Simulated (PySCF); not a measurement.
**Computed properties of C₃H₇BO₂, SMILES COB(C)C=O**

C3H7BO2, SMILES COB(C)C=O. The structure is a stationary point at PBE0-D3(BJ)/def2-SVP. This is a generated structure with no PubChem entry under its InChIKey; it may be hypothetical. Other conformers were not sampled. All values are computed for the isolated molecule unless a solvent is named; none is compared with measurement here.

**Structure.** The optimised structure has Cs symmetry. All 33 harmonic modes at PBE0-D3(BJ)/def2-SVP (PySCF) are real, so it is a minimum. With heavy atoms numbered as in [CH3:1][O:2][B:3]([CH3:4])[CH:5]=[O:6], the shortest bond between them is C5–O6 at 1.211 Å and the longest B3–C5 at 1.610 Å.

**Vibrations.** The strongest infrared lines (harmonic, unscaled, degenerate partners summed) lie at 2850 cm⁻¹ (164 km/mol, H 92 %), 1514 cm⁻¹ (152 km/mol, H 46 %, B 31 %, O 20 %), 1433 cm⁻¹ (150 km/mol, H 61 %, B 18 %, C 13 %). The softest mode is at 26 cm⁻¹ and the zero-point energy is 64.3 kcal/mol.

**Electronic structure.** r2SCAN/def2-TZVP (PySCF) places the frontier levels at -5.54 and -2.79 eV, a gap of 2.75 eV, and gives a dipole moment of 3.78 D and a mean polarisability of 57.4 bohr³. PBE/def2-TZVP (PySCF) at the same geometry gives -5.25 and -2.96 eV, so its gap is 0.46 eV narrower. An orbital gap is neither the optical nor the fundamental gap.

**Excitations.** TDDFT-B3LYP/def2-SVPD (PySCF) has S1 at 2.80 eV (443 nm, f = 0.000, dark); the most intense of the 10 singlets computed lies at 6.48 eV (f = 0.15). T1 (TDA) is at 2.15 eV. TDDFT-PBE/def2-SVPD (PySCF) puts S1 at 2.53 eV.

**NMR.** GIAO shifts at B3LYP/pcSseg-1 (PySCF) (non-relativistic, atoms alike by connectivity averaged): ¹³C from -3.2 to 238.6 ppm against TMS; ¹H from 0.6 to 11.3 ppm against TMS; ¹¹B at 26.3 ppm against BF3.
